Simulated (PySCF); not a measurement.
Orbital gap (eV) of eight silicon and germanium compounds: PBE beside PBE0, computed with PySCF for isolated molecules in the bases named; differences from unrounded values. The eight are the first of their class met in an unordered collection, after screening for sound electronic states; none was chosen by its value. Each molecule has one DFT geometry for both levels.

```
molecule                                                            basis  PBE0   PBE  difference
-------------------------------------------------------------  ----------  ----  ----  ----------
SiH2Cl2, SMILES Cl[SiH2]Cl                                     def2-TZVPD  8.81  6.58       -2.23
CH3FO2Si, SMILES O=C(O)[SiH2]F                                  def2-TZVP  7.24  4.65       -2.59
C2H10OSi2, SMILES COC[SiH2][SiH3]                               def2-TZVP  7.92  5.51       -2.41
Ge(H)2(F)(Et) (C2H7FGe), SMILES [GeH2]([F])[CH2]C               def2-TZVP  8.82  6.60       -2.22
Si(Cl)(OH)2(OMe) (CH₅ClO₃Si), SMILES Cl[Si](O)(O)OC             def2-TZVP  9.08  6.53       -2.55
C₃H₇NSi, SMILES NC=C=C[SiH3]                                    def2-TZVP  5.58  3.48       -2.10
Ge(F)(OH)2(NH2) (FGeH4NO2), SMILES [NH2][Ge]([OH])([OH])[F]     def2-TZVP  8.13  5.60       -2.52
Ge(F)(Cl)(NH2)2 (ClFGeH4N2), SMILES [Cl][Ge]([NH2])([NH2])[F]   def2-TZVP  7.85  5.34       -2.50
```

PBE lies below PBE0 in 8 and above it in 0 of the eight; the mean signed difference is -2.39 and the largest -2.59 eV.
